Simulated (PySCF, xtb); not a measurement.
Se(NH2)(SiH3) (H5NSeSi), SMILES N[Se][SiH3].

GFN2-xTB in xtb at its own geometry gives an orbital gap of 3.63 eV and a dipole moment of 1.33 D.

The structure is a stationary point at PBE-D3(BJ)/def2-SVP. Other conformers were not sampled.

What does HF/def2-TZVPD (PySCF) give? (An estimate is asked for; the answer gives what the named calculation found.)

gap 10.64 eV (levels -9.43 and 1.22 eV), dipole 0.91 D.
